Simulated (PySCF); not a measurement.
Al(H)(I)(OMe) (CH4AlIO), SMILES [O](C)[AlH][I].

Geometry optimised at PBE0-D3(BJ)/def2-SVP. The structure was generated by enumeration; whether it is a known compound was not checked. The def2 effective core potentials stand for the cores of I; spin–orbit coupling is left out. One conformer was computed; it need not be the lowest.

Method: TDDFT-LC-ωPBE/def2-SVPD in PySCF.

Vertical excitations. Gas-phase values at a fixed geometry. State labels are in the subgroup Cs.

```csv
state,symmetry,energy (eV),λ (nm),f,main pairs
S1,A",6.15,202,0.000,HOMO→LUMO 92 %
S2,A',6.50,191,0.035,"HOMO−1→LUMO 52 %, HOMO→LUMO+1 28 %"
S3,A",6.55,189,0.027,"HOMO−1→LUMO+1 48 %, HOMO−2→LUMO 23 %, HOMO−1→LUMO+2 9 %, HOMO−1→LUMO+4 8 %"
S4,A',6.57,189,0.053,"HOMO→LUMO+1 38 %, HOMO−1→LUMO 35 %, HOMO→LUMO+2 9 %"
S5,A",6.66,186,0.020,"HOMO−2→LUMO 68 %, HOMO−1→LUMO+1 18 %"
S6,A',7.41,167,0.070,"HOMO−3→LUMO 61 %, HOMO−2→LUMO+1 17 %"
S7,A",7.51,165,0.005,HOMO−4→LUMO 80 %
S8,A',7.59,163,0.184,"HOMO−2→LUMO+1 43 %, HOMO−3→LUMO 29 %, HOMO−2→LUMO+3 10 %"
S9,A",7.63,163,0.022,"HOMO−3→LUMO+1 50 %, HOMO−3→LUMO+3 16 %"
S10,A',7.89,157,0.080,"HOMO→LUMO+2 27 %, HOMO→LUMO+1 18 %, HOMO→LUMO+9 14 %, HOMO→LUMO+6 10 %"
T1,A',5.86,212,0,HOMO−1→LUMO 86 %
T2,A",5.93,209,0,"HOMO→LUMO 65 %, HOMO−2→LUMO 15 %"
T3,A',6.10,203,0,"HOMO→LUMO+1 58 %, HOMO→LUMO+2 16 %, HOMO→LUMO+4 12 %"
T4,A",6.11,203,0,"HOMO−1→LUMO+1 37 %, HOMO→LUMO 17 %, HOMO−2→LUMO 16 %, HOMO−1→LUMO+2 8 %"
```
Triplets are in the Tamm–Dancoff approximation, which puts them higher than full response would, so one can lie above its singlet here.
